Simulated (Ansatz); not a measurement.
Cu4N4Cl4H12 (relaxed from a model of [CuCl(NH3)]4 cubane, whose bonding it doesn't keep) was relaxed with PBE-D4 (def2-SVP) in Ansatz in these states: charge +1 doublet, neutral singlet. The geometries follow in no particular order.

A:

Cartesian coordinates in Å:
```
Cu 1.519 -0.523 0.504
N 3.190 -0.476 -0.584
Cl 0.802 -0.203 2.639
Cu -0.958 -0.390 1.136
N -2.395 -1.373 2.216
Cl 0.036 -2.351 -0.308
Cu -0.156 -0.380 -1.482
N -0.989 -0.962 -3.260
Cl 1.060 1.513 -2.070
Cu 0.155 1.676 0.012
N 0.224 2.825 1.640
Cl -2.172 0.877 -0.356
H 3.372 -1.371 -1.061
H 3.040 0.238 -1.318
H 4.051 -0.229 -0.076
H -2.220 -1.366 3.231
H -2.416 -2.362 1.929
H -3.343 -0.999 2.065
H -0.979 -1.983 -3.398
H -0.538 -0.537 -4.083
H -1.977 -0.669 -3.283
H 0.523 2.214 2.419
H -0.700 3.207 1.889
H 0.873 3.624 1.599
```

B:

```xyz
24

Cu   -0.558    0.736    1.309
N     0.017   -0.157    3.038
Cl   -0.750    2.722    0.277
Cu   -0.504    0.744   -1.324
N    -2.527    0.771   -1.510
Cl   -2.376   -1.060    1.132
Cu   -0.531   -1.509   -0.071
N     0.139   -2.523   -1.699
Cl    1.722   -2.008    1.029
Cu    1.600    0.030    0.086
N     2.369    1.908    0.171
Cl    1.406    0.346   -2.440
H    -0.801   -0.673    3.394
H     0.714   -0.867    2.739
H     0.419    0.385    3.815
H    -2.833    1.722   -1.258
H    -2.862    0.140   -0.756
H    -2.989    0.505   -2.388
H    -0.502   -3.055   -2.302
H     0.877   -3.163   -1.370
H     0.608   -1.798   -2.277
H     1.536    2.519    0.288
H     2.758    2.114   -0.761
H     3.068    2.172    0.877
```

**Question.** Judge from the bond lengths which geometry belongs to which state (an estimate).

**Answer.** A is the charge +1 doublet (Cl3–Cu4 2.322 Å, Cu7–Cl9 2.324 Å, Cu4–Cu7 2.738 Å); B is the neutral singlet (Cl3–Cu4 2.557 Å, Cu7–Cl9 2.556 Å, Cu4–Cu7 2.578 Å).
